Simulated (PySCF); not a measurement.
# Gd(III) with more and more H2O

Computed with PySCF 2.14.0, TPSS, def2-SVP on the ligands, density fitting, scalar-relativistic core potentials, no spin-orbit coupling, vacuum. The metal has lcecp-1-SVP with ECP53. Each complex is relaxed within the symmetry of its template. Distances are means of the shortest metal–ligand contacts, charges and spins Mulliken's; removal energies are rigid, with the ligand's formal charge and no counterpoise, so too large; for an anion taken off a cation in vacuum most of it is the attraction of opposite charges, and multiply charged cations can part far more cheaply with an electron moved from ligand to metal. lcecp potentials hold a fixed number of 4f electrons in the core, out of states, spins and gaps.

(1) Order these by the metal–ligand distance, lowest first.
A. [Gd(H2O)6]3+
B. [Gd(H2O)2]3+
C. [Gd(H2O)3]3+
D. [Gd(H2O)8]3+

(2) What else do they give?

Moved off a saddle point of the template and relaxed again: [Gd(H2O)2]3+, [Gd(H2O)3]3+, [Gd(H2O)6]3+, [Gd(H2O)8]3+. One start shape was tried for each, so a minimum needn't be the lowest isomer.

Results:

(1) B (2.248), C (2.285), A (2.390), D (2.455).

(2) 
```csv
complex,point group,M–H2O (Å),charge on M (e),removal of one H2O (eV),unstable modes (below −25 cm⁻¹)
[Gd(H2O)2]3+,C1,2.248,2.18,4.35,not given
[Gd(H2O)3]3+,D3,2.285,1.91,3.77,not given
[Gd(H2O)6]3+,Th,2.390,1.27,2.59,not given
[Gd(H2O)8]3+,S8,2.455,0.81,2.02,not given
```
